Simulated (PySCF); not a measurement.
AlI3, charge +1, quartet, at a GFN2-xTB geometry of the parent state (such geometries of metal compounds can be far from the true shape) (a state made from the parent by changing its charge; the spin is typed, not shown lowest) (core potentials on I); DF-PBE/def2-SVP (PySCF).

Here is a job for PySCF.
```python
from pyscf import gto, scf, dft

mol = gto.Mole()
mol.atom = '''
    Al   -0.00000000   -0.00000000   -0.00000000
    I    -2.05711704   -1.44131268   -0.05276184
    I     0.00659413    2.22306763   -1.17039456
    I     2.05052292   -0.78175495    1.22315640
'''
mol.basis = 'def2-svp'
mol.ecp = {'I': 'def2-svp'}
mol.charge = 1
mol.spin = 3
mol.verbose = 4
mol.build()

mf = dft.ROKS(mol)
mf.xc = 'pbe'
mf = mf.density_fit(auxbasis='def2-universal-jkfit')
mf.kernel()
```

Output, abridged:

```
PySCF version 2.14.0

[INPUT] verbose = 4
[INPUT] num. atoms = 4
[INPUT] num. electrons = 87
[INPUT] charge = 1
[INPUT] spin (= nelec alpha-beta = 2S) = 3
[INPUT] symmetry False subgroup None
[INPUT] Mole.unit = angstrom
[INPUT] Symbol           X                Y                Z      unit          X                Y                Z       unit  Magmom
[...]
nuclear repulsion = 433.378878896226
number of shells = 38
number of NR pGTOs = 219
number of NR cGTOs = 96
basis = def2-svp
ecp = {'I': 'def2-svp'}

******** <class 'pyscf.df.df_jk.DFROKS'> ********
method = DFROKS
initial guess = minao
damping factor = 0
level_shift factor = 0
DIIS = <class 'pyscf.scf.diis.CDIIS'>
diis_start_cycle = 1
diis_space = 8
diis_damp = 0
SCF conv_tol = 1e-09
SCF conv_tol_grad = None
SCF max_cycles = 50
direct_scf = False
num. doubly occ = 42  num. singly occ = 3
XC library pyscf.dft.libxc version 7.1.2
    S. Lehtola, C. Steigemann, M. J. T. Oliveira, and M. A. L. Marques,  SoftwareX 7, 1–5 (2018)
XC functionals = pbe
    J. P. Perdew, K. Burke, and M. Ernzerhof,  Phys. Rev. Lett. 77, 3865 (1996)
    J. P. Perdew, K. Burke, and M. Ernzerhof,  Phys. Rev. Lett. 78, 1396 (1997)
    J. P. Perdew, K. Burke, and M. Ernzerhof,  Phys. Rev. Lett. 77, 3865 (1996)
    J. P. Perdew, K. Burke, and M. Ernzerhof,  Phys. Rev. Lett. 78, 1396 (1997)
radial grids:
    Treutler-Ahlrichs [JCP 102, 346 (1995); DOI:10.1063/1.469408] (M4) radial grids

becke partition: Becke, JCP 88, 2547 (1988); DOI:10.1063/1.454033
pruning grids: <function nwchem_prune>
grids dens level: 3
symmetrized grids: False
atomic radii adjust function: <function treutler_atomic_radii_adjust>
small_rho_cutoff = 0
Set gradient conv threshold to 3.16228e-05
tot grids = 85056
init E= -1041.89159659331
[...]
cycle= 1 E= -1131.16825567785  delta_E= -89.3  |g|= 5.09  |ddm|=   11
[...]
cycle= 2 E= -1131.29543174758  delta_E= -0.127  |g|=  4.2  |ddm|=   10
[...]
cycle= 3 E= -1134.17607341179  delta_E= -2.88  |g|= 1.13  |ddm|= 5.69

WARN: HOMO -0.210131256123708 >= LUMO -0.360406714000625

cycle= 4 E= -1131.84473246275  delta_E= 2.33  |g|= 2.02  |ddm|= 6.61
[...]
cycle= 5 E= -1134.73019747707  delta_E= -2.89  |g|= 0.538  |ddm|= 6.12
[...]
cycle= 6 E= -1134.26059206525  delta_E= 0.47  |g|= 0.928  |ddm|= 2.17
[...]
cycle= 7 E= -1134.6516239857  delta_E= -0.391  |g|= 0.547  |ddm|= 1.87
[...]
cycle= 8 E= -1134.63582024015  delta_E= 0.0158  |g|= 0.546  |ddm|= 1.62
[...]
[...]
[...]
cycle= 21 E= -1134.90046074043  delta_E= 0.0227  |g|= 0.289  |ddm|= 0.146
[...]
cycle= 22 E= -1134.90255320617  delta_E= -0.00209  |g|= 0.286  |ddm|= 0.0588
[...]
cycle= 23 E= -1134.90973282534  delta_E= -0.00718  |g|= 0.274  |ddm|= 0.0686
[...]
cycle= 24 E= -1134.92623334432  delta_E= -0.0165  |g|= 0.243  |ddm|= 0.0972
[...]
cycle= 25 E= -1134.95282767797  delta_E= -0.0266  |g|= 0.186  |ddm|= 0.725
[...]
cycle= 26 E= -1134.96806509926  delta_E= -0.0152  |g|= 0.138  |ddm|= 0.681
[...]
cycle= 27 E= -1134.93628245888  delta_E= 0.0318  |g|= 0.226  |ddm|= 1.05
[...]
cycle= 28 E= -1134.96144530669  delta_E= -0.0252  |g|= 0.163  |ddm|= 0.827
[...]
cycle= 29 E= -1134.96783872852  delta_E= -0.00639  |g|= 0.138  |ddm|= 1.08
[...]
cycle= 30 E= -1134.96891335009  delta_E= -0.00107  |g|= 0.135  |ddm|= 0.269
[...]
cycle= 31 E= -1134.96775094025  delta_E= 0.00116  |g|= 0.14  |ddm|= 0.707
[...]
cycle= 32 E= -1134.96614803978  delta_E= 0.0016  |g|= 0.145  |ddm|= 0.101
[...]
cycle= 33 E= -1134.96553877073  delta_E= 0.000609  |g|= 0.147  |ddm|= 0.0246
[...]
cycle= 34 E= -1134.96538999245  delta_E= 0.000149  |g|= 0.148  |ddm|= 0.826
[...]
cycle= 35 E= -1134.96641671811  delta_E= -0.00103  |g|= 0.145  |ddm|= 0.931
[...]
cycle= 36 E= -1134.96529472615  delta_E= 0.00112  |g|= 0.149  |ddm|= 0.0653
[...]
cycle= 37 E= -1134.96518512591  delta_E= 0.00011  |g|= 0.149  |ddm|= 0.0333
[...]
cycle= 38 E= -1134.96121066797  delta_E= 0.00397  |g|= 0.162  |ddm|= 0.203
[...]
cycle= 39 E= -1134.86512210813  delta_E= 0.0961  |g|= 0.346  |ddm|= 1.21
[...]
cycle= 40 E= -1134.94863953963  delta_E= -0.0835  |g|= 0.197  |ddm|= 0.389
[...]
cycle= 41 E= -1134.96703740937  delta_E= -0.0184  |g|= 0.142  |ddm|= 0.643
[...]
cycle= 42 E= -1134.96908158882  delta_E= -0.00204  |g|= 0.134  |ddm|=    1
[...]
cycle= 43 E= -1134.95811581857  delta_E= 0.011  |g|= 0.171  |ddm|= 0.353
[...]
cycle= 44 E= -1134.95788849107  delta_E= 0.000227  |g|= 0.172  |ddm|= 0.0229
[...]
cycle= 45 E= -1134.95499290437  delta_E= 0.0029  |g|= 0.18  |ddm|= 0.135
[...]
cycle= 46 E= -1134.9613552562  delta_E= -0.00636  |g|= 0.162  |ddm|= 0.056
[...]
cycle= 47 E= -1134.96520406952  delta_E= -0.00385  |g|= 0.15  |ddm|= 0.0862
[...]
cycle= 48 E= -1134.96586045877  delta_E= -0.000656  |g|= 0.147  |ddm|= 0.434
[...]
cycle= 49 E= -1134.96429606001  delta_E= 0.00156  |g|= 0.151  |ddm|= 0.199
[...]
cycle= 50 E= -1134.91581741248  delta_E= 0.0485  |g|= 0.27  |ddm|= 0.925
SCF not converged.
SCF energy = -1134.91581741248
```

The run did not converge; its last values are not results.
